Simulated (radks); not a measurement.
The numbers below are computed, except where a source is named.
Neutral silver inside a hard spherical wall (all orbitals vanish at R), configuration held at [Kr] 4d10 5s1 and not refilled when levels cross. Code: a radial shooting solver on a logarithmic mesh with Libxc functionals. Model: scalar-relativistic Kohn-Sham, r2SCAN, spin-polarised, spherical densities, finite nucleus; open shells are filled with parallel spins first (spin-orbit coupling, left out, can overturn this in heavy ions); meta-GGA in the generalised Kohn-Sham scheme; Fermi nuclear charge, rms radius 4.5454 fm. Eigenvalues in eV for spin up, with the zero of energy where the potential of the charges vanishes at infinity; a dash marks a level that is unbound or too diffuse for the functional's potential to be trusted. A positive occupied level is held by the wall or, in an anion where self-interaction has pushed it up, behind a barrier. The pressure on the wall is -dE/dV.

| R (bohr) | E (hartree) | kinetic (hartree) | e(4s) | e(4p) | e(4d) | e(5s) | e(5p, empty) | e(6s, empty) | pressure (GPa) |
|---|---|---|---|---|---|---|---|---|---|
| free | -5316.67557 | 5523.478 | -97.588 | -60.251 | -7.716 | -4.961 | -0.580 | - | 0 |
| 15 | -5316.67557 | 5523.478 | -97.587 | -60.251 | -7.716 | -4.961 | -0.577 | 1.954 | < 0.0001 |
| 10 | -5316.67540 | 5523.480 | -97.571 | -60.234 | -7.700 | -4.947 | -0.484 | 3.730 | 0.00498 |
| 8 | -5316.67368 | 5523.494 | -97.474 | -60.136 | -7.609 | -4.855 | -0.156 | 6.162 | 0.0816 |
| 7 | -5316.66946 | 5523.523 | -97.308 | -59.970 | -7.455 | -4.673 | 0.324 | 8.800 | 0.338 |
| 6 | -5316.65564 | 5523.603 | -96.914 | -59.578 | -7.097 | -4.185 | 1.373 | 13.709 | 1.55 |
| 5 | -5316.60692 | 5523.852 | -95.928 | -58.605 | -6.213 | -2.805 | 3.809 | 23.620 | 8.41 |
| 3 | -5315.36200 | 5529.112 | -84.719 | -47.859 | 4.380 | 18.073 | 31.900 | 109.05 | 602 |
| 2 | -5306.39529 | 5563.416 | -51.946 | -14.916 | 42.450 | 110.47 | 137.82 | 354.43 | 14600 |
